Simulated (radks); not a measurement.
Values are calculated unless marked as measured or tabulated.
Ionisation of neutral iron, [Ar] 3d6 4s2, to [Ar] 3d6 4s1 as the strength of local exchange is varied. Code: a radial shooting solver on a logarithmic mesh with Libxc functionals. Model: Dirac Kohn-Sham, Slater X-alpha exchange (alpha = 2/3 is LDA exchange), no correlation, spin-unpolarised, spherical densities, finite nucleus; open shells are shared between the two j in proportion to 2j + 1; Fermi nuclear charge, rms radius 3.7377 fm.

alpha  E(Fe) (hartree)  exchange (hartree)  IE (eV)  -e of the level emptied (eV)  <r> of it (bohr)
0.638      -1265.81915           -48.74007    7.782                 4.355 (4s1/2)             3.052
0.667      -1268.03658           -51.04580    7.966                 4.521 (4s1/2)             3.029
0.723      -1272.32959           -55.52012    8.326                 4.848 (4s1/2)             2.986
0.967      -1291.20473           -75.34971    9.985                 6.384 (4s1/2)             2.811

NIST Atomic Spectra Database: 7.902 eV (measured). The Delta-SCF value meets it near alpha = 0.66. Spin polarisation and multiplet splitting are left out, so open shells lie too high by an amount that depends on their filling.

Beside tabulated values, note that spin-unpolarised runs miss the spin-polarisation part of the exchange energy of open shells.
